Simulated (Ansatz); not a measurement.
Consider the hydrogenolysis of the Al–Se bond: `C[O][AlH][SeH]` + H₂ → `C[O][AlH2]` + H₂Se.

Gas-phase electronic energies from Ansatz, PBE0-D4/def2-TZVP geometries. CBS: MP2 limit from def2 TZ/QZ plus the TZ coupled-cluster correction, frozen cores. This one scheme is used for every species. Functionals use def2-TZVPP. For Se outer-core shells are correlated without core-valence functions, which leaves a few kJ/mol of doubt a bond. Scalar relativity is left out up to krypton. One conformer a species, not always the lowest.

`C[O][AlH][SeH]`:

Z-matrix (Å, degrees):
```
C
O 1 1.395
H 1 1.095 2 110.1
H 1 1.098 2 112.7 3 120.6
H 1 1.095 2 110.0 3 -119.0
Al 2 1.679 1 138.3 3 -118.2
Se 6 2.320 2 120.8 1 0.2
H 6 1.570 2 118.8 1 -179.8
H 7 1.470 6 91.8 2 0.2
```

H₂:

```xyz
2

H    -0.209   -0.151    0.269
H     0.209    0.151   -0.269
```

`C[O][AlH2]`:

Z-matrix (Å, degrees):
```
C
O 1 1.397
H 1 1.098 2 112.6
H 1 1.095 2 110.1 3 120.6
H 1 1.095 2 110.1 3 -120.6
Al 2 1.686 1 134.1 3 0.5
H 6 1.585 2 118.7 1 -0.0
H 6 1.577 2 116.3 1 -180.0
```

H₂Se:

```xyz
3

Se   -0.352    0.288    0.511
H     0.229    0.783   -0.742
H     0.123   -1.071    0.230
```

| level | ΔE (kJ/mol) |
| --- | --- |
| r2SCAN-D4 | 111.6 |
| CCSD/CBS(def2) | 105.0 |

Problem. What does CCSD(T)/CBS give? (Estimate.)

Solution. Computed: +109.3 kJ/mol. The listed levels differ from it by 2.3, -4.3 kJ/mol.

Largest T1 diagnostic among the species: 0.012.

In def2-TZVPP, CCSD(T) changes the Hartree–Fock value by +16.4 kJ/mol (the triples alone add +4.4 kJ/mol) and MP2 by +26.0 kJ/mol. The D4 term adds +8.5 kJ/mol with B3LYP and +4.8 kJ/mol with PBE0; it sums over pairs of atoms, weighted by their polarisabilities, and B3LYP, whose exchange is more repulsive, gets the larger term.

B3LYP here is the variant with VWN-RPA as its local correlation; programs differ in this.
